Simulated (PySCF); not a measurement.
**AuCl₃, triplet: computed properties**

These are results of PySCF, UB3LYP, basis Au def2-SVP with ECP60, Cl def2-SVP (scalar-relativistic core potentials, no spin–orbit coupling, density fitting), not measurements.

The structure is a saddle point with 1 imaginary mode.

```xyz
4
charge 0 multiplicity 3, angstrom
Au    0.0000    0.0000   -0.3329
Cl    0.0000    0.0000    2.2290
Cl    2.2947    0.0000   -0.1803
Cl   -2.2947    0.0000   -0.1803
```

```json
{
 "Point group": "C2v",
 "Bond lengths": "Au–Cl 2.300 Å (×2), Au–Cl 2.562 Å",
 "Bond angles": "Cl–Au–Cl 86.2° (×2), Cl–Au–Cl 172.4°",
 "Spin squared ⟨S²⟩": "2.006",
 "Principal quadrupole moments (Buckingham, traceless) about the centre of mass": "-1.52, -0.03, 1.56 D Å",
 "Zero-point energy (real modes)": "6.1 kJ/mol",
 "Rotational constants": "0.08521, 0.04577, 0.02978 cm⁻¹",
 "Atomisation energy without zero-point energy": "501 kJ/mol",
 "Principal polarisabilities": "36.0, 96.6, 145.1 bohr³",
 "Dipole moment": "1.30 D",
 "Highest occupied level (α)": "-8.19 eV",
 "Lowest empty level (β)": "-6.90 eV"
}
```

Harmonic modes (masses in u: Au 196.967, Cl 34.969):
```tsv
symmetry	ω (cm⁻¹)	IR (km/mol)	type
b2	69i	–	bend
a1	84	0.6	bend
b1	85	0.5	bend
a1	199	0.4	stretch
a1	312	0.4	stretch
b2	348	0.4	stretch
```

In C2v the vibrations span 2b2 + 3a1 + b1. Here b1 is antisymmetric to the molecular plane and b2 lies in it.

Charges (e):
| atom | Mulliken | Löwdin | polar tensor | spin (Mulliken) | Mayer order to Au1 |
| --- | --- | --- | --- | --- | --- |
| Au1 | 0.29 | -0.36 | 0.04 | 0.37 | – |
| Cl2 | -0.10 | 0.08 | 0.03 | 0.76 | 0.66 |
| Cl3,4 | -0.10 | 0.14 | -0.03 | 0.43 | 0.83 |

Mulliken populations on Au1 (electrons outside its core potential): s 2.82, p 6.35, d 9.53, f 0.01.

Outer orbital energies (eV). α occupied: -10.25, -9.88, -9.65, -9.37, -9.06, -8.91, -8.59, -8.19; empty: -2.06, 0.06, 1.24, 2.10. β occupied: -10.66, -10.09, -9.67, -9.45, -8.87, -8.57, -8.38, -8.38; empty: -6.90, -5.64, -1.76, 0.10.

This need not be the most stable arrangement of these atoms. With open d or f shells other occupations or spin states may lie lower. At this level a singlet minimum of C2v symmetry lies 58 kJ/mol below this structure. With an element this heavy the missing spin–orbit coupling can shift these numbers.

The final relaxation and frequency run took roughly 2.4 core-minutes on a shared host.
